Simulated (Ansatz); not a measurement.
The same ligand exchange along the group B, Ga, In.

Calculated with Ansatz (gas phase, PBE0-D4/def2-TZVP geometries, no zero-point term in ΔE). CBS: MP2 limit from def2 TZ/QZ plus the TZ coupled-cluster correction, frozen cores. This one scheme is used for every species. def2 core potentials past Kr. For Ga, In outer-core shells are correlated without core-valence functions, which leaves a few kJ/mol of doubt a bond. Scalar relativity is left out up to krypton. One conformer a species, not always the lowest.

Task: Order these by ΔE at CCSD(T)/CBS, lowest first. (Best estimate.)
A. `CBNC` + HCl → `CBCl` + CH₃NH₂
B. `C[NH][GaH][CH3]` + HCl → `[CH3][GaH][Cl]` + CH₃NH₂
C. `C[NH][InH][CH3]` + HCl → `[CH3][InH][Cl]` + CH₃NH₂

Result: C (-114.6 kJ/mol), B (-77.2 kJ/mol), A (+49.5 kJ/mol).

Largest T1 diagnostic: 0.015, for `C[NH][InH][CH3]`.
